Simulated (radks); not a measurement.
Results of a calculation; reference values are marked as such.
Spherical quantum dot in the effective-mass picture: electrons in a parabolic well V = omega^2 r^2 / 2 with omega = 1.56, all in effective atomic units (hartree* = m*/eps^2 hartree, bohr* = eps/m* bohr), one dielectric constant everywhere. Level of theory: non-relativistic Kohn-Sham, exchange-only LDA, spin-polarised, spherical densities (a radial shooting solver with Libxc functionals). Levels are named by radial order and angular momentum (1s, 1p, 1d, 2s, ...), and open shells are averaged over m.

N = 10, configuration 1s2 1p6 1d(up 2, down 0). This is the lowest configuration that the search found. Occupied and some empty levels:

level    occupation  eigenvalue (hartree*)  <r> (bohr*)
1s up             1                 8.7589        1.137
1s down           1                 8.8140        1.124
1p up             3                 9.7542        1.442
1p down           3                 9.8311        1.436
1d up             2                 10.851        1.669
1d down           0                 10.937        1.667
2s up             0                 11.033        1.493
2s down           0                 11.094        1.498
1f up             0                 12.028        1.856
1f down           0                 12.116        1.858
2p up             0                 12.273        1.705
2p down           0                 12.334        1.709

Energy (hartree*): total 68.1172, kinetic 13.999, external 27.372, Hartree 31.497, exchange-correlation -4.7502.
